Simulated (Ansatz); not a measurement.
`C=[N][Al]1[O][C]1=C` + H₂ → `C=[C]1[O][AlH]1` + `C=N` at 600 K and 1 bar (hydrogenolysis of the Al–N bond).

Computed with Ansatz on PBE0-D4/def2-TZVP structures; ΔE is electronic, products minus reactants. CBS: MP2 limit from def2 TZ/QZ plus the TZ coupled-cluster correction, frozen cores. This one scheme is used for every species. Each species was taken in one conformer, which may not be the lowest.

| species | CCSD(T)/CBS energy (Eh) | H − E (kJ/mol) | S (J/(mol·K)) |
| --- | --- | --- | --- |
| `C=[N][Al]1[O][C]1=C` | -488.40298 | 231.9 | 452.0 |
| H₂ | -1.17544 | 43.9 | 150.8 |
| `C=[C]1[O][AlH]1` | -395.03957 | 150.7 | 351.3 |
| `C=N` | -94.52360 | 129.6 | 259.4 |

H − E and S are ideal-gas, rigid-rotor, harmonic terms from PBE0-D4/def2-TZVP, for one conformer and one mirror image of each species. The MP2-based limit puts H₂ 0.8 mEh under its directly extrapolated value; such offsets cancel only in part. 1 Eh = 2625.50 kJ/mol, R = 8.31446 J/(mol·K).

Question: By hand: ΔE, ΔH, ΔS and ΔG.

Answer: ΔE = (-395.03957) + (-94.52360) − (-488.40298) − (-1.17544) = 0.01525 Eh = 40.0 kJ/mol. Δ(H − E) = 150.7 + 129.6 − 231.9 − 43.9 = 4.5, so ΔH = 44.5 kJ/mol. ΔS = 351.3 + 259.4 − 452.0 − 150.8 = 7.9 J/(mol·K). ΔG = 44.5 − 600 × (7.9)/1000 = 39.8 kJ/mol.

Question: By hand: the equilibrium constant, and the temperature at which ΔG would vanish if ΔH and ΔS stayed fixed.

Answer: log₁₀ K = −ΔG/(RT ln 10) = -3.5. ΔG = 0 at ΔH/ΔS = 5633 K, far beyond where these terms or the molecules hold.

The number of gas molecules stays the same, so ΔS is small and ΔH decides. A doubt of 5 kJ/mol in ΔE shifts log₁₀ K by 0.4 here. Other conformers and mirror images would add mixing entropy, several J/(mol·K) or more a flexible species. Modes under 60 cm⁻¹, often nearly free rotors, make the harmonic entropy too high. These are equilibria of isolated gas molecules and say nothing of rates. Largest T1 diagnostic: 0.018 (customary marks: 0.02 for closed shells, 0.045 for open ones).
